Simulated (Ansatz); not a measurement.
Reaction: BNH3Br (SMILES NBBr) → BNH3 (SMILES [BH]N, doublet) + Br (doublet) (the B-Br bond breaks)
Each species at its own B3LYP-D3(BJ)/def2-TZVP minimum (Ansatz, a program for electronic structure), one conformer.

Total energies in hartree (Ansatz). Radicals and triplets start from unrestricted determinants; spin-orbit coupling is neglected. Cores are frozen in correlated methods (noble-gas shells, and filled d and f shells in the p block). No relativity. Spin-orbit terms, left out, reach several kcal/mol for Br and I, and more for heavier atoms.

| species | HF/cc-pVTZ | CCSD(T)/cc-pVTZ | HF/cc-pVQZ | CCSD(T)/cc-pVQZ | CCSDT(Q)/cc-pVTZ |
|---|---|---|---|---|---|
| 1: BNH3Br (SMILES B(Br)N) | -2653.45985 | -2653.98668 | -2653.46873 | -2654.03348 | -2653.98826 |
| 2: BNH3 (SMILES [BH]N, doublet) | -80.88542 | -81.21302 | -80.89150 | -81.23720 | -81.21407 |
| 3: Br (doublet) | -2572.44509 | -2572.60263 | -2572.44802 | -2572.62195 | -2572.60328 |

Q: Work out the bond dissociation energy (electronic) in kcal/mol: take Hartree-Fock from cc-pVQZ, extrapolate the CCSD(T) correlation energy as X^-3 (X = 3, 4), and add CCSDT(Q) - CCSD(T) in cc-pVTZ. 1 hartree = 627.51 kcal/mol.

A: 
Species 1: correlation (64·(-0.56475) - 27·(-0.52683))/37 = -0.59242; step -0.00158; E1 = -2653.46873 + (-0.59242) + (-0.00158) = -2654.06273
Species 2: correlation (64·(-0.34570) - 27·(-0.32760))/37 = -0.35891; step -0.00105; E2 = -80.89150 + (-0.35891) + (-0.00105) = -81.25146
Species 3: correlation (64·(-0.17393) - 27·(-0.15754))/37 = -0.18589; step -0.00065; E3 = -2572.44802 + (-0.18589) + (-0.00065) = -2572.63456
-1·E1 +1·E2 +1·E3 = 0.17671 hartree = 110.9 kcal/mol.
